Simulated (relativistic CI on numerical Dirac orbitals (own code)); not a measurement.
# Charge states of ruthenium

These numbers are calculated, not measured: Dirac-Coulomb-Breit CI, separate exchange-only KLI orbitals for each configuration, QED by a radiative potential, valence Slater integrals scaled by 0.9 (own radial code, finite nucleus).

Each species is treated in one configuration, given outside its closed core. Radial values are for the open shell of highest l, unscaled and averaged over j; ζ includes the Breit term. Labels give the leading LS character, summed over repeated terms.

```tsv
Ion	Configuration	Its lowest level	LS weight (%)	ζ (cm⁻¹)	⟨r⟩ (bohr)	⟨r²⟩ (bohr²)	g_J	g√(J(J+1))
Ru24+	3d2	3F_2	90	18240	0.3272	0.1246	0.700	1.71
Ru25+	3d	2D_3/2	100	18910	0.3224	0.1207	0.796	1.54
Ru26+	3s2 3p6	1S_0	100					0.00
Ru27+	3s2 3p5	?	?	?	?	?	?	?
Ru28+	3s2 3p4	3P_2	76	160900	0.3487	0.1402	1.379	3.38
Ru29+	3s2 3p3	J = 3/2 (mixed)	42	164300	0.3456	0.1377	1.500	2.91
Ru30+	3s2 3p2	3P_0	78	167900	0.3425	0.1352		0.00
Ru31+	3s2 3p	2P°_1/2	100	171400	0.3395	0.1329	0.661	0.57
Ru32+	3s2	1S_0	100					0.00
Ru33+	3s	2S_1/2	100		0.3454	0.1357	1.997	1.73
Ru34+	2s2 2p6	1S_0	100					0.00
Ru35+	2s2 2p5	2P°_3/2	100	724800	0.1225	0.0182	1.322	2.56
Ru36+	2s2 2p4	3P_2	73	742100	0.1212	0.01781	1.354	3.32
Ru37+	2s2 2p3	J = 3/2 (mixed)	43	759800	0.12	0.01744	1.410	2.73
Ru38+	2s2 2p2	3P_0	74	777900	0.1188	0.01709		0.00
Ru39+	2s2 2p	2P°_1/2	100	796200	0.1177	0.01675	0.650	0.56
Ru40+	2s2	1S_0	100					0.00
Ru41+	2s	2S_1/2	100		0.1351	0.02142	1.986	1.72
Ru42+	1s2	1S_0	100					0.00
```

**Question.** Fill in the row of Ru27+.

**Answer.** Its lowest level 2P°_3/2; LS weight (%) 100; ζ (cm⁻¹) 157400; ⟨r⟩ (bohr) 0.3519; ⟨r²⟩ (bohr²) 0.1428; g_J 1.330; g√(J(J+1)) 2.58.
